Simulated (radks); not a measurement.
The mean radii <r> (bohr) of the occupied orbitals of an atom or ion are listed with their occupations. Calculated with a radial shooting solver on a logarithmic mesh with Libxc functionals: non-relativistic Kohn-Sham, LB94 model potential, spin-polarised, spherical densities, point nucleus.

orbital  occ.      <r>
1s down     1  0.04933
1s up       1  0.04933
2s down     1   0.2208
2s up       1   0.2209
2p down     3   0.1913
2p up       3   0.1914
3s up       1   0.6530
3s down     1   0.6543
3p up       3   0.6662
3p down     3   0.6680
3d up       5   0.7027
3d down     3   0.7064

Name the element and its charge. Open shells, if any, are filled with parallel spins first.

Answer. Z = 31, gallium, charge +5: Ga5+ in [Ar] 3d8. The 1s radius gives Z: for a bare nucleus <r> = 1.5/Z, 0.04839 bohr for Z = 31, and screening makes it slightly larger (0.04933 here). The occupations add up to 26, and the charge is Z minus that.
